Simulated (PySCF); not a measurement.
Computed IR spectrum (relative IR intensity) of a molecule C₂H₇FSi₃. Geometry optimised at PBE-D3(BJ)/def2-SVP. The values are those of a single conformer. These are PBE-D3(BJ)/def2-SVP run with PySCF values and carry that method's errors. Frequencies are harmonic and unscaled.

```json
[
 {"ν (cm⁻¹)": "403", "relative intensity": "6.6"},
 {"ν (cm⁻¹)": "521", "relative intensity": "2.7"},
 {"ν (cm⁻¹)": "613", "relative intensity": "19"},
 {"ν (cm⁻¹)": "657", "relative intensity": "15"},
 {"ν (cm⁻¹)": "668", "relative intensity": "2.7"},
 {"ν (cm⁻¹)": "710", "relative intensity": "19"},
 {"ν (cm⁻¹)": "714", "relative intensity": "8.7"},
 {"ν (cm⁻¹)": "737", "relative intensity": "23"},
 {"ν (cm⁻¹)": "760", "relative intensity": "96"},
 {"ν (cm⁻¹)": "819", "relative intensity": "8.9"},
 {"ν (cm⁻¹)": "874", "relative intensity": "100"},
 {"ν (cm⁻¹)": "910", "relative intensity": "28"},
 {"ν (cm⁻¹)": "913", "relative intensity": "45"},
 {"ν (cm⁻¹)": "1223", "relative intensity": "4.2"},
 {"ν (cm⁻¹)": "2136", "relative intensity": "27"},
 {"ν (cm⁻¹)": "2144", "relative intensity": "74"},
 {"ν (cm⁻¹)": "2147", "relative intensity": "8.4"},
 {"ν (cm⁻¹)": "2156", "relative intensity": "30"},
 {"ν (cm⁻¹)": "2161", "relative intensity": "64"},
 {"ν (cm⁻¹)": "3052", "relative intensity": "2.2"},
 {"ν (cm⁻¹)": "3073", "relative intensity": "9.9"}
]
```

**Question.** Which structure fits?
A) F[Si@H]1C=C([SiH3])[SiH2]1
B) F[SiH2][Si@H]1C=C[SiH2]1
C) F[SiH2][SiH2]C#C[SiH3]
D) F[SiH2]C#C[SiH2][SiH3]

**Answer.** B, F[SiH2][Si@H]1C=C[SiH2]1
